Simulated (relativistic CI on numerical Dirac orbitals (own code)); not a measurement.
# Al⁶⁺: calculation against measurement

Computed by Dirac-Coulomb-Breit CI, KLI orbitals optimised for each configuration, a model potential for QED, valence Slater integrals scaled by 0.9, P86 correlation estimate, and configurations built on the next ion tied to the tabulated ionisation energy (semi-empirical) (own radial code, finite nucleus).

Configurations in the expansion (outside the closed core 1s2): 2s²2p³, 2s²2p²3s, 2s²2p²3p, 2s²2p²3d, 2s²2p²4s, 2s2p⁴, 2p⁵, 2p⁴3s, 2p⁴3p, 2p⁴3d, 2s2p³3s, 2s2p³3p, 2s²2p²4p, 2s2p³3d, 2s²2p²4d, 2s²2p²4f, 2s²2p3s², 2s²2p3s3p, 2s²2p3p², 2s2p³4s, 2s²2p3s3d, 2s2p³4p, 2s²2p3p3d, 2s2p³4d. Levels of other configurations are missing.

| Configuration | Term (tabulated) | J | Measured (cm⁻¹) | Computed | Error | Purity (%) |
| --- | --- | --- | --- | --- | --- | --- |
| 2s²2p³ | 4S° | 3/2 | 0.0 | 0 | 0 | 100 |
| 2s²2p³ | 2D° | 3/2 | 62313.0 | 59964 | -2349 | 99 |
| 2s²2p³ | 2D° | 5/2 | 62369.0 | 60060 | -2309 | 100 |
| 2s²2p³ | 2P° | 1/2 | 94603.0 | 89023 | -5580 | 98 |
| 2s²2p³ | 2P° | 3/2 | 94869.0 | 89323 | -5546 | 97 |
| 2s2p⁴ | 4P | 5/2 | 280200.0 | 286726 | 6526 | 100 |
| 2s2p⁴ | 4P | 3/2 | 282670.0 | 289182 | 6512 | 100 |
| 2s2p⁴ | 4P | 1/2 | 283970.0 | 290480 | 6510 | 100 |
| 2s2p⁴ | 2D | 5/2 | 385860.0 | 390341 | 4481 | 100 |
| 2s2p⁴ | 2D | 3/2 | 385910.0 | 390385 | 4475 | 100 |
| 2s2p⁴ | 2S | 1/2 | 453060.0 | 450966 | -2094 | 99 |
| 2s2p⁴ | 2P | 3/2 | 477690.0 | 478366 | 676 | 99 |
| 2s2p⁴ | 2P | 1/2 | 480660.0 | 481307 | 647 | 99 |
| 2p⁵ | 2P° † | 3/2 | 735750.0 | 752264 | 16514 | 97 |
| 2p⁵ | 2P° † | 1/2 | 739700.0 | 756192 | 16492 | 97 |
| 2s²2p²3s | 4P | 1/2 | 1147200.0 | 1141450 | -5750 | 97 |
| 2s²2p²3s | 4P | 3/2 | 1148650.0 | 1143005 | -5645 | 97 |
| 2s²2p²3s | 4P | 5/2 | 1150950.0 | 1145279 | -5671 | 98 |
| 2s²2p²3s | 2P | 1/2 | 1163940.0 | 1158152 | -5788 | 98 |
| 2s²2p²3s | 2P | 3/2 | 1166720.0 | 1160930 | -5790 | 97 |
| 2s²2p²3s | 2S | 1/2 | 1248430.0 | 1233045 | -15385 | 94 |
| 2s²2p²3d | 2P † | 3/2 | 1317220.0 | 1313888 | -3332 | 57 |
| 2s²2p²3d | 2P † | 1/2 | 1318010.0 | 1317440 | -570 | 82 |
| 2s2p³3s | 4S° | 3/2 | 1322150.0 | 1327980 | 5830 | 91 |
| 2s²2p²3d | 2F | 5/2 | 1324930.0 | 1322296 | -2634 | 97 |
| 2s²2p²3d | 4P | 5/2 | 1326900.0 | 1323207 | -3693 | 94 |
| 2s²2p²3d | 4P | 3/2 | 1327890.0 | 1324257 | -3633 | 96 |
| 2s²2p²3d | 2F | 7/2 | 1327910.0 | 1325268 | -2642 | 96 |
| 2s²2p²3d | 4P | 1/2 | 1328450.0 | 1324802 | -3648 | 97 |
| 2s²2p²4s | 4P | 5/2 | 1543000.0 | 1539445 | -3555 | 61 |
| 2s²2p²4d | 2P | 3/2 | 1600400.0 | 1602725 | 2325 | 71 |
| 2s²2p²4d | 2F | 5/2 | 1605150.0 | 1607441 | 2291 | 98 |
| 2s²2p²4d | 2F | 7/2 | 1607950.0 | 1610237 | 2287 | 97 |
| 2s²2p²4d | 2D | 3/2 | 1612450.0 | 1615738 | 3288 | 97 |
| 2s²2p²4d | 2D | 5/2 | 1613180.0 | 1616472 | 3292 | 97 |

Measured levels from NIST levels in Kelleher and Podobedova, J. Phys. Chem. Ref. Data 37, 709 (2008); Martin and Zalubas, J. Phys. Chem. Ref. Data 8, 817 (1979); pairs were made by configuration, J and term (by order where the table uses no LS term), so strongly mixed levels may be paired wrongly.

Mean error by configuration (cm⁻¹): 2s²2p³ -3946; 2s2p⁴ 3467; 2s²2p²3s -7338; 2s2p³3s 5830; 2s²2p²3d -3250; 2s²2p²4s -3555; 2s²2p²4d 2697. Over the excited levels the mean absolute error is 4362 cm⁻¹ (34 of the 36 excited levels that our extract of the source holds in range could be paired, and the others can miss by more), and the median relative error of those above 1,000 cm⁻¹ is 0.48 %. † marks terms whose computed intervals miss the measured ones by more than a factor of 2.5, or configurations far off the rest, from wrong mixing, a near crossing or a doubtful label or measurement; they are left out of the means.
